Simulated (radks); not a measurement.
The numbers below are computed, except where a source is named.
Spherical quantum dot in the effective-mass picture: electrons in a hard-walled sphere of radius 5.56, with a point charge +1 (a donor) at the centre, all in effective atomic units (hartree* = m*/eps^2 hartree, bohr* = eps/m* bohr), one dielectric constant everywhere. Level of theory: non-relativistic Kohn-Sham, r2SCAN, spin-polarised, spherical densities, generalised Kohn-Sham scheme (a radial shooting solver with Libxc functionals). Levels are named by radial order and angular momentum (1s, 1p, 1d, 2s, ...), and open shells are averaged over m.

N = 5, configuration 1s2 1p(up 3, down 0). This is the lowest configuration that the search found. Occupied and some empty levels:

| level | occupation | eigenvalue (hartree*) | <r> (bohr*) |
|---|---|---|---|
| 1s up | 1 | 0.89386 | 2.610 |
| 1s down | 1 | 0.92972 | 2.091 |
| 1p up | 3 | 1.0834 | 3.474 |
| 1p down | 0 | 1.1813 | 3.384 |
| 2s up | 0 | 1.2545 | 2.494 |
| 2s down | 0 | 1.2763 | 2.853 |
| 1d up | 0 | 1.2869 | 3.721 |
| 1d down | 0 | 1.3936 | 3.679 |
| 1f up | 0 | 1.5432 | 3.892 |
| 1f down | 0 | 1.6559 | 3.862 |

Energy (hartree*): total 1.78917, kinetic 1.5149, external -2.2312, Hartree 3.6784, exchange-correlation -1.1729.
